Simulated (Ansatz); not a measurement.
`CC[O][GaH][F]` → 2 C• + F• + Ga• + 6 H• + O•  (atomization)

Isolated molecules relaxed with PBE0-D4/def2-TZVP in Ansatz; ΔE leaves out vibrations. CBS: MP2 limit from def2 TZ/QZ plus the TZ coupled-cluster correction, frozen cores. This one scheme is used for every species, atoms too. For atomizations the MP2-based limit and the directly extrapolated one differ by several kJ/mol either way, and by 10 to 25 for some Ge, Se and Sn compounds, so smaller differences from it don't rank the levels. Functionals use def2-TZVPP. Open shells (•) are unrestricted, without spin–orbit coupling. Spin–orbit coupling would lower the free atoms: a little for C, F, O; clearly for Ga. For Ga outer-core shells are correlated without core-valence functions, so the limit isn't a true one: a few kJ/mol of doubt a bond, and 10 to 20 or more in all where bonds break to atoms. Scalar relativity is left out up to krypton. Each species was taken in one conformer, which may not be the lowest.

`CC[O][GaH][F]`:

Z-matrix (Å, degrees):
```
C
C 1 1.512
H 1 1.092 2 110.6
H 1 1.093 2 110.6 3 -120.1
H 1 1.094 2 110.7 3 120.6
O 2 1.416 1 112.0 3 -55.7
H 2 1.097 1 109.7 3 -179.4
H 2 1.095 1 110.1 3 62.7
Ga 6 1.766 2 123.1 1 -77.1
F 9 1.758 6 113.6 2 -3.9
H 9 1.538 6 125.3 2 177.1
```

CCSD(T)/CBS gives +964.1 kcal/mol.

**Question.** Another level gave +929.8 kcal/mol. Which?
A. CCSD/def2-TZVPP
B. BLYP-D4/def2-TZVPP
C. r2SCAN0-D4/def2-TZVPP
D. r2SCAN0/def2-TZVPP

**Answer.** A. CCSD/def2-TZVPP 929.8, r2SCAN0 945.9, r2SCAN0-D4 947.3, BLYP-D4 956.0 kcal/mol.

Largest T1 diagnostic among the species: 0.014.

From PBE to PBE0 (25 % exact exchange), in def2-TZVPP and without D4, ΔE moves by −18.1 kcal/mol: exact exchange takes away binding that semilocal exchange gives to molecules. At CCSD(T), def2-SVP lies −45.2 kcal/mol from the extrapolated value and def2-TZVPP −20.5 kcal/mol: correlation converges slowly with the basis, and small sets miss more of it in the bonded molecule than in its fragments.
